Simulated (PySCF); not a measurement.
C7H9FOSi.
Cartesian coordinates in Å at the GFN2-xTB level; atoms count from 1:
```xyz
19
C7H9FOSi angstrom
C      3.871    0.187    0.310
C      2.693   -0.026    0.214
C      1.299   -0.236    0.074
C      0.835   -1.429    0.488
O     -0.393   -1.967    0.446
C     -1.453   -1.277   -0.186
C     -1.895   -0.017    0.566
C     -1.439    1.252   -0.139
F     -2.241    1.431   -1.267
Si     0.402    1.222   -0.714
H      4.902    0.357    0.402
H      1.515   -2.144    0.940
H     -1.170   -1.020   -1.215
H     -2.261   -2.013   -0.222
H     -2.983   -0.005    0.658
H     -1.472   -0.036    1.571
H     -1.656    2.121    0.492
H      1.035    2.459   -0.245
H      0.403    1.151   -2.179
```

Definitions: NICS(0) = −σiso at the ring centroid; NICS(1) = −σiso and NICS(1)zz = −σzz at ±1 Å along the ring normal z. Level: GIAO PBE0/pcSseg-1 (PySCF, non-relativistic, gas phase) on the GFN2-xTB geometry, one conformer.

Ring bond lengths (Å), with Mayer bond orders in brackets: C3–C4 1.346 (1.69), C4–O5 1.341 (1.10), O5–C6 1.413 (0.87), C6–C7 1.532 (0.99), C7–C8 1.521 (1.03), C8–Si10 1.930 (0.83), Si10–C3 1.884 (0.81).

Q: Give the NICS values of each ring in ppm.

A: 
```csv
ring,type,NICS(0),"NICS(1), two faces","NICS(1)zz, two faces",rms pucker (Å),"centre to ring atoms, mean (Å)"
C3–C4–O5–C6–C7–C8–Si10,"7-membered ring with O and Si; formal bonds 1 double, 6 single",-1.1,-2.3 / -3.0,3.0 / 2.6,0.32,1.71
```

Q: What do they say, and how far can they be read as aromaticity?

A: 
- C3–C4–O5–C6–C7–C8–Si10: mean NICS(1)zz 2.8 ppm, near zero. C6, C7, C8, Si10 have four or more neighbours, so the value isn't read as a sign of a π ring current.
